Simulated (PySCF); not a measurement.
## UHF on Cd (cadmium, neutral)

Configuration: [Kr] 4d9 5s2 6s1, high-spin 3D determinant (an excited configuration). Computed with PySCF 2.14 in aug-cc-pwCVTZ-PP with ECP28MDF (8s8p7d4f3g, 122 functions), with scalar relativity through the core potential.

| Item | Value |
| --- | --- |
| Total energy | -166.336678 hartree |
| One-electron energy | -290.4961 hartree |
| Hartree (Coulomb) energy | 138.3431 hartree |
| Exchange energy | -14.1837 hartree |
| ⟨S²⟩ | 2.0028 |
| ⟨L²⟩ | 6.028 |
| Sum of ⟨r⟩ | 32.03 bohr |
| Sum of ⟨r²⟩ | 111.2 bohr² |
| Traceless quadrupole moment −½Σ⟨3z² − r²⟩ along its main axis | -0.234 e·bohr² |

```
shell  electrons  mean orbital energy (eV)  spread (eV)  rms radius, mean of both spins (bohr)
 4s α          1                   -142.66            0                                  0.942
 4s β          1                   -140.21            0                                  0.942
 4p α          3                   -97.003        1.973                                   1.03
 4p β          3                   -94.073        1.586                                   1.03
 4d α          5                   -29.760        2.315                                   1.32
 4d β          4                   -28.484        1.743                                   1.32
 5s α          1                   -13.430            0                                   2.83
 5s β          1                   -12.925            0                                   2.83
 6s α          1                    -2.511            0                                   8.45
```

Energies and moments cover only the electrons outside the core potential. The outer electron is Rydberg-like, and this basis confines it to a smaller radius and binds it less than a complete one would.
